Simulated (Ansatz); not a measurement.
`[CH3][Al]([CH3])[Br]`, relaxed with RKS PBE0-D4/def2-TZVP in Ansatz 0.2.0 from a PBE-D4/def2-SVP geometry. The force threshold is 0.005 eV/Å; the program also tests the step.

Charge 0, multiplicity 1.

Start:

```xyz
10

C     0.743   -0.549   -1.494
Al    0.441   -0.176    0.404
C    -1.152    0.710    1.120
Br    2.063   -0.816    1.891
H     0.719    0.391   -2.087
H    -0.065   -1.196   -1.900
H     1.712   -1.050   -1.685
H    -2.072    0.160    0.826
H    -1.138    0.793    2.225
H    -1.251    1.734    0.699
```

```tsv
step	energy (eV)	largest force (eV/Å)	largest move (Å)
1	-78804.8322	0.426	0.000
2	-78804.8618	0.123	0.022
3	-78804.8643	0.012	0.010
4	-78804.8643	0.002	0.001
```

End:

```xyz
10

C     0.736   -0.545   -1.485
Al    0.434   -0.173    0.398
C    -1.145    0.706    1.111
Br    2.046   -0.809    1.873
H     0.713    0.380   -2.070
H    -0.057   -1.186   -1.884
H     1.694   -1.037   -1.666
H    -2.053    0.165    0.822
H    -1.126    0.782    2.199
H    -1.241    1.717    0.701
```

It took 15 s on 4 threads of an Arm Neoverse V1 on a shared host, with 0.48 GiB of host memory at the peak.
